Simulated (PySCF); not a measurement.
IO(OH), singlet: molecular constants

Method: PBE0 in PySCF with I def2-TZVP with ECP28, O def2-TZVP, H def2-TZVP; scalar-relativistic core potentials, no spin–orbit coupling; density-fitted integrals.

The structure is a minimum.

```
Point group                                                                   : C1
Bond lengths                                                                  : I–O 1.802 Å, I–O 1.959 Å, O–H 0.965 Å
Bond angles                                                                   : H–O–I 107.5°, O–I–O 105.3°
Atomisation energy without zero-point energy                                  : 848 kJ/mol
Principal quadrupole moments (Buckingham, traceless) about the centre of mass : -8.39, -0.97, 9.36 D Å
Enthalpy at 298.15 K above 0 K                                                : 12.91 kJ/mol
Rotational constants                                                          : 0.4847, 0.2214, 0.1541 cm⁻¹
Rotational symmetry number                                                    : 1
Principal polarisabilities                                                    : 27.5, 36.3, 47.6 bohr³
Zero-point energy                                                             : 41.1 kJ/mol
Highest occupied level                                                        : -6.80 eV
Lowest empty level                                                            : -2.51 eV
Heat capacity Cp at 298.15 K                                                  : 55.6 J/(mol K)
Entropy at 298.15 K and 1 bar                                                 : 288.8 J/(mol K)
Dipole moment                                                                 : 3.52 D
```

Harmonic modes (masses in u: I 126.904, O 15.995, H 1.008):
| symmetry | ω (cm⁻¹) | IR (km/mol) |
| --- | --- | --- |
| a | 224 | 6.6 |
| a | 356 | 111 |
| a | 598 | 73.3 |
| a | 834 | 46.8 |
| a | 1047 | 51.0 |
| a | 3820 | 108 |

Charges (e):
```
atom  Mulliken  Löwdin  polar tensor  Mayer order to I1
  I1      0.75    0.82          0.90                  –
  O2     -0.56   -0.58         -0.54               1.66
  O3     -0.52   -0.38         -0.63               0.95
  H4      0.34    0.15          0.26               0.01
```
Other Mayer orders above 0.3: O–H 0.88.

Mulliken populations on I1 (electrons outside its core potential): s 3.92, p 9.88, d 10.36, f 0.10.

This need not be the most stable arrangement of these atoms.

The final relaxation and frequency run took roughly 3 core-minutes on a shared host.
